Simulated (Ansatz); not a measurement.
```xyz
9

C     1.752    0.892    1.862
C     1.171    0.223    1.049
Ge    0.246   -0.793   -0.223
F    -0.234   -2.277    0.489
F     1.327   -1.232   -1.479
C    -1.254    0.038   -0.973
C    -2.213    0.591   -1.444
H     2.270    1.482    2.583
H    -3.064    1.077   -1.864
```

Charge 0, multiplicity 1.

**Question.** List the B3LYP/def2-TZVPP orbital energies in eV (Ansatz 0.2.0). (Estimate.)

**Answer.** Computed: Occupied: -10852.45, -1356.64, -1207.57, -1207.56, -1207.54, -671.36, -671.36, -277.95, -277.95, -277.59, -277.59, -171.36, -121.65, -121.62, -121.57, -35.67, -35.42, -35.18, -35.13, -35.12, -31.96, -31.27, -21.41, -21.23, -17.31, -15.69, -15.16, -13.20, -13.08, -13.01, -11.52, -11.47, -11.23, -10.95, -9.07, -9.00, -8.83, -8.74. Lowest empty: -1.53, -1.34, 0.01, 0.03, 0.59, 1.54, 1.68, 2.35.

B3LYP here is the variant with VWN-RPA as its local correlation; programs differ in this.
